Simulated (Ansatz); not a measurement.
Reaction (redistribution): `[OH][Al]([SiH3])[SnH3]` + `CB(C)O` → `C[B](C)[SnH3]` + `[OH][Al]([OH])[SiH3]`

Program: Ansatz. Geometries: PBE0-D4/def2-TZVP. ΔE: electronic, gas phase. CCSD(T)/CBS adds triple-zeta CCSD(T) − MP2 to the extrapolated MP2 energy (def2 sets, frozen cores). DFT in def2-TZVPP. B3LYP here is the variant with VWN-RPA as its local correlation; programs differ in this. def2 core potentials past Kr. For Sn outer-core shells are correlated without core-valence functions, which leaves a few kJ/mol of doubt a bond. Each species was taken in one conformer, which may not be the lowest.

`[OH][Al]([SiH3])[SnH3]`:

Cartesian coordinates in Å:
```
O 1.792 0.432 1.423
Al 0.513 0.075 0.363
Si 0.722 -1.768 -1.255
Sn -1.591 1.665 0.668
H 2.620 -0.047 1.435
H 2.056 -2.435 -1.205
H 0.515 -1.274 -2.647
H -0.315 -2.811 -1.001
H -2.169 1.679 2.278
H -2.908 1.195 -0.320
H -1.235 3.289 0.259
```

`CB(C)O`:

Z-matrix (Å, degrees):
```
C
B 1 1.569
H 1 1.091 2 112.9
H 1 1.097 2 109.3 3 119.9
H 1 1.094 2 111.9 3 -123.4
C 2 1.576 1 122.0 3 167.9
O 2 1.364 1 116.9 3 -11.9
H 6 1.094 2 111.5 1 45.5
H 6 1.094 2 114.6 1 168.7
H 6 1.097 2 109.2 1 -70.9
H 7 0.961 2 112.9 1 -178.5
```

`C[B](C)[SnH3]`:

```xyz
13

C     0.019   -1.447   -0.917
B    -0.234   -0.164   -0.072
C    -1.666    0.246    0.377
Sn    1.538    1.132    0.513
H     0.034   -1.093   -1.961
H    -0.787   -2.185   -0.856
H     0.982   -1.937   -0.759
H    -2.470   -0.228   -0.195
H    -1.753   -0.133    1.409
H    -1.844    1.321    0.450
H     1.103    2.522    1.417
H     2.682    0.269    1.455
H     2.396    1.695   -0.861
```

`[OH][Al]([OH])[SiH3]`:

Z-matrix (Å, degrees):
```
Si
Al 1 2.432
H 1 1.488 2 111.7
H 1 1.489 2 111.1 3 -120.9
H 1 1.490 2 110.5 3 120.0
O 2 1.694 1 117.7 3 166.6
O 2 1.694 1 118.6 3 -13.9
H 6 0.955 2 126.9 1 179.1
H 7 0.955 2 126.6 1 -179.2
```

```csv
level,ΔE (kJ/mol),difference from CCSD(T)/CBS
PBE-D4,64.2,13.2
PBE0-D4,63.8,12.8
ωB97M-V,55.8,4.8
PBE,66.3,15.3
B3LYP,59.2,8.2
HF/def2-TZVPP,58.7,7.7
MP2/def2-TZVPP,47.6,-3.4
HF/def2-QZVPP,57.3,6.3
SCS-MP2/def2-QZVPP,46.4,-4.6
CCSD/CBS(def2),50.6,-0.4
CCSD(T)/CBS,51.0,0
```

Largest T1 diagnostic among the species: 0.014.

The D4 term adds −3.5 kJ/mol with B3LYP and −1.8 kJ/mol with PBE0; it sums over pairs of atoms, weighted by their polarisabilities, and B3LYP, whose exchange is more repulsive, gets the larger term. In def2-TZVPP, CCSD(T) changes the Hartree–Fock value by −5.0 kJ/mol (the triples alone add +0.5 kJ/mol) and MP2 by −11.2 kJ/mol.
